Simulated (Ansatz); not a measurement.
Ag₄O⁻, relaxed as a doublet with UKS PBE-D4/def2-SVPD in Ansatz, starting from the GFN1-xTB geometry. Force threshold 0.02 eV/Å.

In the def2 sets Ag takes a core potential; there is no spin–orbit coupling. The structure comes from a short search, and lower isomers may exist.

Start:

```xyz
5

O    -0.998    1.864    0.340
Ag    0.973    1.108   -0.083
Ag   -1.444   -0.239    0.225
Ag    0.636   -1.193   -1.568
Ag    0.833   -1.540    1.086
```

```tsv
step	energy (eV)	largest force component (eV/Å)	SCF passes
1	-18042.7766	0.441	25
2	-18042.8322	0.127	28
3	-18042.8556	0.170	32
4	-18042.9150	0.263	32
5	-18043.0091	0.187	32
6	-18043.0621	0.233	33
7	-18043.0926	0.090	32
8 (rejected)	-18043.0891	0.059	33
9	-18043.0947	0.036	35
10	-18043.1123	0.177	34
11	-18043.1981	0.375	38
12	-18043.3638	0.430	32
13	-18043.4326	0.387	34
14	-18043.4507	0.025	26
15 (rejected)	-18043.4506	0.020	26
16	-18043.4517	0.005	27
```

Force components are those of the run's own axes.

End:

| atom | x (Å) | y (Å) | z (Å) |
| --- | --- | --- | --- |
| O1 | -1.0380 | 1.9116 | 0.3546 |
| Ag2 | 0.3971 | 1.7004 | -1.1391 |
| Ag3 | -0.7112 | -0.0802 | 0.8267 |
| Ag4 | 1.2107 | -0.8921 | -0.9662 |
| Ag5 | 0.1413 | -2.6397 | 0.9240 |

Bonds lost: Ag2–Ag5 (atoms count from 1). The end is the same structure that another start reached, the lowest one found.

No frequencies were taken in this run, so the end may be a saddle point.

Hardware: 4 threads of Arm Neoverse V2 on a shared host. Wall time 63 s.
